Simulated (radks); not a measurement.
The numbers below are computed, except where a source is named.
Species: the cerium ion Ce+. Configuration: [Xe] 4f1 5d1 6p1 (not the ground configuration).

Level of theory: Dirac Kohn-Sham, PBE, spin-unpolarised, spherical densities, finite nucleus; open shells fill j = l - 1/2 first; Fermi nuclear charge, rms radius 4.8771 fm (a radial shooting solver on a logarithmic mesh with Libxc functionals).

Energy parts (eV):
| part | energy |
|---|---|
| total | -241213.90 |
| kinetic | 258765.66 |
| electron-nucleus | -587133.76 |
| Hartree | 92865.16 |
| exchange-correlation | -5710.96 |

Orbitals (lengths in bohr, moments of r in powers of bohr; r(max) is where P^2 peaks; r(90%) holds 90 % of the orbital's charge):
[
 {"orbital": "1s1/2", "occ.": "2", "eigenvalue (eV)": "-40238.04", "r(max)": "0.01574", "<1/r>": "63.34", "<r^4>": "1.776e-06", "r(90%)": "0.0443", "small-component weight": "4.61e-02"},
 {"orbital": "2s1/2", "occ.": "2", "eigenvalue (eV)": "-6445.795", "r(max)": "0.08922", "<1/r>": "14.93", "<r^4>": "0.0002923", "r(90%)": "0.163", "small-component weight": "1.00e-02"},
 {"orbital": "2p1/2", "occ.": "2", "eigenvalue (eV)": "-6086.357", "r(max)": "0.06798", "<1/r>": "14.91", "<r^4>": "0.0001839", "r(90%)": "0.145", "small-component weight": "1.00e-02"},
 {"orbital": "2p3/2", "occ.": "4", "eigenvalue (eV)": "-5639.768", "r(max)": "0.07324", "<1/r>": "13.51", "<r^4>": "0.0002293", "r(90%)": "0.153", "small-component weight": "9.44e-03"},
 {"orbital": "3s1/2", "occ.": "2", "eigenvalue (eV)": "-1393.319", "r(max)": "0.2548", "<1/r>": "5.389", "<r^4>": "0.01191", "r(90%)": "0.409", "small-component weight": "3.07e-03"},
 {"orbital": "3p1/2", "occ.": "2", "eigenvalue (eV)": "-1241.061", "r(max)": "0.2416", "<1/r>": "5.302", "<r^4>": "0.01109", "r(90%)": "0.403", "small-component weight": "3.01e-03"},
 {"orbital": "3p3/2", "occ.": "4", "eigenvalue (eV)": "-1153.298", "r(max)": "0.2530", "<1/r>": "4.952", "<r^4>": "0.01310", "r(90%)": "0.420", "small-component weight": "2.84e-03"},
 {"orbital": "3d3/2", "occ.": "4", "eigenvalue (eV)": "-887.0397", "r(max)": "0.2034", "<1/r>": "4.817", "<r^4>": "0.01004", "r(90%)": "0.394", "small-component weight": "2.72e-03"},
 {"orbital": "3d5/2", "occ.": "6", "eigenvalue (eV)": "-868.1943", "r(max)": "0.2066", "<1/r>": "4.728", "<r^4>": "0.01057", "r(90%)": "0.399", "small-component weight": "2.67e-03"},
 {"orbital": "4s1/2", "occ.": "2", "eigenvalue (eV)": "-287.3495", "r(max)": "0.5935", "<1/r>": "2.233", "<r^4>": "0.3056", "r(90%)": "0.915", "small-component weight": "9.45e-04"},
 {"orbital": "4p1/2", "occ.": "2", "eigenvalue (eV)": "-230.7912", "r(max)": "0.6028", "<1/r>": "2.129", "<r^4>": "0.3586", "r(90%)": "0.954", "small-component weight": "8.79e-04"},
 {"orbital": "4p3/2", "occ.": "4", "eigenvalue (eV)": "-211.9449", "r(max)": "0.6271", "<1/r>": "2.015", "<r^4>": "0.4214", "r(90%)": "0.994", "small-component weight": "8.25e-04"},
 {"orbital": "4d3/2", "occ.": "4", "eigenvalue (eV)": "-119.0830", "r(max)": "0.6480", "<1/r>": "1.797", "<r^4>": "0.6524", "r(90%)": "1.11", "small-component weight": "6.81e-04"},
 {"orbital": "4d5/2", "occ.": "6", "eigenvalue (eV)": "-115.7809", "r(max)": "0.6559", "<1/r>": "1.768", "<r^4>": "0.6871", "r(90%)": "1.12", "small-component weight": "6.66e-04"},
 {"orbital": "5s1/2", "occ.": "2", "eigenvalue (eV)": "-47.3251", "r(max)": "1.373", "<1/r>": "0.8762", "<r^4>": "9.792", "r(90%)": "2.18", "small-component weight": "2.10e-04"},
 {"orbital": "5p1/2", "occ.": "2", "eigenvalue (eV)": "-31.8970", "r(max)": "1.500", "<1/r>": "0.7749", "<r^4>": "16.19", "r(90%)": "2.47", "small-component weight": "1.68e-04"},
 {"orbital": "5p3/2", "occ.": "4", "eigenvalue (eV)": "-29.1378", "r(max)": "1.567", "<1/r>": "0.7348", "<r^4>": "19.49", "r(90%)": "2.59", "small-component weight": "1.54e-04"},
 {"orbital": "4f5/2", "occ.": "1", "eigenvalue (eV)": "-12.3306", "r(max)": "0.7057", "<1/r>": "1.218", "<r^4>": "6.783", "r(90%)": "1.88", "small-component weight": "3.43e-04"},
 {"orbital": "4f7/2", "occ.": "0", "eigenvalue (eV)": "-11.9973", "r(max)": "0.7104", "<1/r>": "1.207", "<r^4>": "7.149", "r(90%)": "1.90", "small-component weight": "3.38e-04"},
 {"orbital": "5d3/2", "occ.": "1", "eigenvalue (eV)": "-9.4055", "r(max)": "2.090", "<1/r>": "0.4904", "<r^4>": "121.9", "r(90%)": "4.11", "small-component weight": "7.11e-05"},
 {"orbital": "5d5/2", "occ.": "0", "eigenvalue (eV)": "-9.1672", "r(max)": "2.123", "<1/r>": "0.4813", "<r^4>": "130.9", "r(90%)": "4.18", "small-component weight": "6.87e-05"},
 {"orbital": "6p1/2", "occ.": "1", "eigenvalue (eV)": "-6.1443", "r(max)": "4.297", "<1/r>": "0.2592", "<r^4>": "1002", "r(90%)": "6.96", "small-component weight": "2.21e-05"},
 {"orbital": "6p3/2", "occ.": "0", "eigenvalue (eV)": "-5.8521", "r(max)": "4.476", "<1/r>": "0.2490", "<r^4>": "1155", "r(90%)": "7.21", "small-component weight": "2.06e-05"}
]

The highest occupied level is 6p1/2 at -6.144 eV. The configuration is held as typed, so some empty levels lie below it. Summed over all electrons, <r^2> = 73.86 bohr^2, which gives a Langevin (diamagnetic) susceptibility term of -58.5 x 10^-6 cm^3/mol. The density falls to 0.001 e/bohr^3 at r = 4.93 bohr. The electron density at the nucleus is 3.829e+05 e/bohr^3.
